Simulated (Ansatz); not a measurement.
This geometry of ClF3Ti + H2S (8 atoms, charge 0, multiplicity 1) is a first-order saddle point.

Level of theory: RKS BLYP/def2-SVP in Ansatz.

```xyz
8
Properties=species:S:1:pos:R:3
Ti -0.415 0.097 -0.156
Cl -0.229 0.639 2.473
F 0.918 -1.010 0.077
F 0.039 1.747 -0.500
F -0.960 -0.449 -1.730
S -2.711 -0.344 0.822
H -2.448 -1.683 0.909
H -1.600 0.131 2.071
```

(1) Which two structures does it join? (They come from a converged band through this point; their orientation in space is the band's.)

(2) How far does it lie above each of them?

Answers

(1) Bonds broken: Ti1–Cl2, S6–H8. Bonds formed: Ti1–S6, Cl2–H8. ClF3Ti + H2S becomes ClH + F3HSTi.

Initial state:

```xyz
8
Properties=species:S:1:pos:R:3
Ti 0.177 0.065 0.004
Cl 0.478 0.019 2.209
F 1.795 -0.064 -0.651
F -0.391 1.597 -0.632
F -0.629 -1.356 -0.655
S -3.003 0.193 0.965
H -3.140 -1.085 0.506
H -2.692 -0.240 2.220
```

Final state:

```xyz
8
Properties=species:S:1:pos:R:3
Ti -0.551 -0.027 -0.501
Cl -0.218 0.716 3.161
F 0.610 -1.142 0.185
F -0.115 1.660 -0.389
F -0.700 -0.450 -2.196
S -2.642 -0.313 0.509
H -2.445 -1.664 0.598
H -1.344 0.347 2.601
```

(2) 92.5 kJ/mol above the first and 25.8 kJ/mol above the second. This is the barrier of this one path; another mechanism may lie lower. The orbitals stay closed-shell, which can raise the energy where a bond breaks towards radicals; this wasn't checked here.

The run took 2.7 min on 4 threads of Arm Neoverse V1 (shared host), peak memory 0.2 GiB.
